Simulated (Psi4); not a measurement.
acetonitrile (C$_{2}$H$_{3}$N), singlet, at a GFN2-xTB geometry. Base run: CAM-B3LYP/def2-SVP run with Psi4.

The Psi4 input:
```
memory 2 GB

molecule mol {
0 1
C    -0.014757    0.011163   -1.162762
C     0.003475   -0.002628    0.273792
N     0.017974   -0.013596    1.416241
H    -0.009997    1.041350   -1.516885
H     0.865048   -0.506705   -1.542852
H    -0.913176   -0.490678   -1.520130
}

set {
  basis def2-svp
  reference rks
}

energy('cam-b3lyp')
print_variables()
```

Variants of this job, named by their change:

```json
[
 {"change": "base", "ΔE vs base (mEh)": "0.000", "point group used": "c1", "SCF cycles": "7"},
 {"change": "molecule keys = symmetry c1, no_reorient, no_com", "ΔE vs base (mEh)": "0.000", "point group used": "c1", "SCF cycles": "7"},
 {"change": "molecule keys = no_reorient", "ΔE vs base (mEh)": "0.000", "point group used": "c1", "SCF cycles": "7"},
 {"change": "molecule keys = symmetry c1", "ΔE vs base (mEh)": "0.000", "point group used": "c1", "SCF cycles": "7"},
 {"change": "jitter_ang = 0.002", "ΔE vs base (mEh)": "-0.099", "point group used": "c1", "SCF cycles": "7"}
]
```
